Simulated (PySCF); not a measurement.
The dipole of `Cc1cnn([SiH3])n1` from its density and from atomic charges.

Coordinates (GFN2-xTB, Å) and charges (e) from the PBE0/pcSseg-1 density (PySCF):

| atom | x | y | z | Mulliken | IAO | Hirshfeld | ESP-fitted |
| --- | --- | --- | --- | --- | --- | --- | --- |
| C1 | -2.427 | -0.611 | 0.021 | -0.1413 | -0.4358 | -0.1152 | -0.6112 |
| C2 | -1.067 | -0.020 | 0.052 | -0.0540 | +0.0668 | +0.0282 | +0.4888 |
| C3 | -0.681 | 1.317 | 0.288 | +0.0429 | -0.1125 | -0.0351 | -0.0589 |
| N4 | 0.633 | 1.382 | 0.239 | -0.2036 | -0.2264 | -0.1369 | -0.5142 |
| N5 | 1.037 | 0.147 | -0.014 | -0.3233 | -0.1399 | -0.0126 | +0.4370 |
| Si6 | 2.732 | -0.278 | -0.219 | +0.6807 | +0.7754 | +0.3856 | +0.4693 |
| N7 | 0.039 | -0.718 | -0.134 | -0.2356 | -0.2442 | -0.1396 | -0.6176 |
| H8 | -2.779 | -0.788 | 1.038 | +0.1384 | +0.1596 | +0.0504 | +0.1684 |
| H9 | -3.123 | 0.066 | -0.470 | +0.1272 | +0.1551 | +0.0505 | +0.1432 |
| H10 | -2.402 | -1.560 | -0.506 | +0.1322 | +0.1663 | +0.0522 | +0.2057 |
| H11 | -1.285 | 2.180 | 0.480 | +0.0800 | +0.1691 | +0.0621 | +0.1589 |
| H12 | 3.166 | 0.249 | -1.513 | -0.0847 | -0.1191 | -0.0662 | -0.0942 |
| H13 | 2.725 | -1.733 | -0.170 | -0.0774 | -0.1034 | -0.0604 | -0.0829 |
| H14 | 3.433 | 0.367 | 0.887 | -0.0814 | -0.1110 | -0.0630 | -0.0923 |

Problem. What dipole does each set of charges give (1 e·Å = 4.803 D), and what does the density give?

Solution. The full density gives (-0.28, -0.28, 0.01) D, 0.40 D in size; dipole vectors point from the negative to the positive end.

```csv
scheme,μx,μy,μz,size (D),share of the full size (%),angle to the full dipole (°)
Mulliken,-0.97,-1.22,-0.15,1.57,395,9
IAO,1.44,-0.74,-0.19,1.63,409,107
Hirshfeld,0.62,-0.44,-0.11,0.77,193,99
ESP-fitted,-0.32,-0.28,0.00,0.43,107,4
```

Problem. Which set comes closest?

Solution. Length of the difference vector: ESP-fitted 0.04 D, Hirshfeld 0.92 D, Mulliken 1.18 D, IAO 1.79 D. Closest: ESP-fitted. The schemes that divide the density aren't constrained to reproduce the dipole.

Problem. What is left for the Hirshfeld atoms' own dipoles?

Solution. The Hirshfeld atoms' densities add up to the full density, so μ = Σ q r + Σ (atomic dipoles). The atomic dipoles sum to (-0.28, -0.28, 0.01) − (0.62, -0.44, -0.11) = (-0.90, 0.16, 0.12) D, 0.92 D in size.

Problem. With the origin at the mean of the coordinates, (0.000, 0.000, -0.002) Å, which are the largest single terms, by size, of the ESP-fitted dipole along the direction of the full one?

Solution. C1 -6.27, Si6 -3.88, N4 +3.52, H10 +2.75, H8 +2.04 D; all 14 atoms together +0.43 D. The single terms depend on the origin, their sum doesn't.

Problem. Give the size of the full dipole in other units.

Solution. 0.40 D = 0.156 au = 0.083 e·Å = 1.33 × 10⁻³⁰ C·m.

Geometry: GFN2-xTB; no solvent, vibrations or thermal averaging. GFN2-xTB frequencies show an imaginary mode (33i cm⁻¹), so this geometry is no minimum at that level.
